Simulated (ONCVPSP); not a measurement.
carbon: excitation energies, all-electron against ONCV

```
Element                 : carbon (C)
Generator               : ONCVPSP 4.0.1
Type                    : optimised norm-conserving Vanderbilt (ONCV)
Functional              : PBE
Relativity              : scalar-relativistic
Frozen core             : [He]
Valence charge          : 4
Reference configuration : 2s1 2p3
Partial waves           : 2s: rc 1.35 bohr, ncon 3, nbas 7, qcut 5.8 1/bohr, 2 projectors, debl 0.4 Ha; 2p: rc 2.30 bohr, ncon 4, nbas 8, qcut 6 1/bohr, 3 projectors, debl 2.5 Ha
Local potential         : polynomial inside 1.20 bohr (lpopt 2, dvloc0 0 Ha)
Core correction         : none
```

In the s channel the program set the typed energies aside and used -0.522, 0.250 Ha.

Energies are relative to the spin-unpolarised reference configuration 2s1 2p3; without spin polarisation the order of configurations can differ from experiment.

| valence configuration | charge | ΔE all-electron (eV) | error AE − PS (meV) |
| --- | --- | --- | --- |
| 2s2 2p0 | +2 | 26.539 | +746 |
| 2s2 2p1.5 | +0.5 | -4.515 | +43 |

(1) What are ΔE and the potential's error for 2s2 2p2?

(2) What are ΔE and the potential's error for 2s2 2p1?

Results:

(1) ΔE = -8.478 eV all-electron; the error (AE − PS) is +0.6 meV.

(2) ΔE = 2.383 eV all-electron; the error (AE − PS) is +146 meV.
